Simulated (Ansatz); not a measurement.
Molecule: sum formula H2SiO2F, charge 0, multiplicity 2. It need not be the lowest isomer of its formula. SMILES: F[Si](O)O
Structure (B3LYP-D3(BJ)/def2-TZVP (Ansatz, a first-principles code) minimum search):
```
Si
F 1 1.6015
O 1 1.6363 2 105.43
H 3 0.9619 1 117.75 2 -163.97
O 1 1.6456 2 111.15 3 -116.55
H 5 0.9618 1 118.46 2 -70.13
```
Charge 0, spin multiplicity 2.

Computed values are from Ansatz. Valence correlation only, unless marked. UHF or UKS for open shells. Spin-orbit coupling is left out. No relativistic terms. Basis-set limits of correlation are two-point, X^-3; Hartree-Fock from the larger set.

### Question
What is the T1 diagnostic at CCSD/cc-pV(Q+d)Z?

### Answer
0.014.

### Question
What is the dipole moment at CCSD(T)/aug-cc-pV(D+d)Z?

### Answer
2.52 D.

### Question
What is the total energy at CCSD(T)/CBS(cc-pV(T+d)Z,cc-pV(Q+d)Z)?

### Answer
-540.5268 Eh.

### Question
What is the atomisation energy De at CCSD(T)/CBS(cc-pV(T+d)Z,cc-pV(Q+d)Z)?

### Answer
2398.8 kJ/mol.
